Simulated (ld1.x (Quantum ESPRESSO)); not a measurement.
An all-electron radial function and its pseudo partner (nitrogen (N))

Columns: radius, all-electron u(r) and pseudo u(r) of the 2s shell (level -40.38 eV) of nitrogen in the configuration [He] 2s2 2p1.5; BLYP, scalar-relativistic, TM scheme, ld1.x (Quantum ESPRESSO) 7.5.

| r (bohr) | all-electron | pseudo |
| --- | --- | --- |
| 0.053 | 0.3208 | -0.0677 |
| 0.105 | 0.4211 | -0.1307 |
| 0.158 | 0.3939 | -0.1887 |
| 0.210 | 0.2950 | -0.2377 |
| 0.262 | 0.1592 | -0.2796 |
| 0.315 | 0.0057 | -0.3187 |
| 0.368 | -0.1487 | -0.3603 |
| 0.420 | -0.2924 | -0.4105 |
| 0.473 | -0.4260 | -0.4764 |
| 0.525 | -0.5418 | -0.5561 |
| 0.578 | -0.6435 | -0.6451 |
| 0.630 | -0.7272 | -0.7272 |
| 0.683 | -0.7968 | -0.7968 |
| 0.735 | -0.8504 | -0.8504 |
| 0.788 | -0.8913 | -0.8913 |
| 0.840 | -0.9194 | -0.9194 |
| 0.893 | -0.9369 | -0.9369 |
| 0.945 | -0.9448 | -0.9448 |
| 0.998 | -0.9445 | -0.9445 |
| 1.050 | -0.9374 | -0.9374 |
| 1.102 | -0.9245 | -0.9245 |
| 1.155 | -0.9065 | -0.9065 |
| 1.208 | -0.8845 | -0.8845 |
| 1.260 | -0.8597 | -0.8597 |
| 1.313 | -0.8321 | -0.8321 |
| 1.365 | -0.8031 | -0.8031 |

**Question.** How many radial nodes do the two functions have?

**Answer.** The all-electron 2s function has n − l − 1 = 1; the pseudo-wave has 0, since the states of the same l below it are removed with the core.

**Question.** At about which radius was the pseudo-wave matched?

**Answer.** 0.65 bohr, where the columns begin to agree (steps of 0.05 bohr).

**Question.** Is the pseudo-wave norm-conserving?

**Answer.** Yes: the TM scheme keeps the norm inside the radius equal to the all-electron one, which fixes the energy derivative of the logarithmic derivative at the level.
